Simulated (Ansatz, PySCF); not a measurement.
C4H4ClF, SMILES C=C(F)/C=C\Cl.

Geometry: B3LYP-D3(BJ)/def2-SVP. The structure was generated by enumeration; whether it is a known compound was not checked. One conformer was computed; it need not be the lowest.

Vertical ionisation energy (IE) and electron affinity (EA) in eV. Rows of orbital energies are one-electron estimates. Where ΔSCF, EOM or ADC give a negative EA the extra electron is unbound and the value depends on the basis.

```json
[
 {"level": "−ε(HOMO), −ε(LUMO), M06-2X/def2-TZVP (PySCF)", "IE": "[?]", "EA": "[?]"},
 {"level": "−ε(HOMO), −ε(LUMO), PBE/def2-TZVP (PySCF)", "IE": "5.85", "EA": "2.27"},
 {"level": "ΔSCF, CAM-B3LYP/def2-SVPD (Ansatz), final states of multiplicity 2 and 2", "IE": "9.03", "EA": "-0.31"},
 {"level": "ΔSCF, PBE/def2-SVPD (Ansatz), final states of multiplicity 2 and 2", "IE": "8.76", "EA": "-0.38"}
]
```

Problem. What belongs in the gaps? (Estimate from the structure and the level; the computed values follow.)

Solution. 
- −ε(HOMO), −ε(LUMO), M06-2X/def2-TZVP (PySCF), IE: 8.03
- −ε(HOMO), −ε(LUMO), M06-2X/def2-TZVP (PySCF), EA: 0.58

Problem. What vertical singlet–triplet gap does ΔSCF give with CAM-B3LYP/def2-SVPD (Ansatz, a quantum-chemistry and plane-wave program) and with PBE/def2-SVPD (Ansatz)? (The exact figures need the calculation; the answer reports its results.)

Solution. 3.09 and 2.97 eV (triplet above singlet where positive).
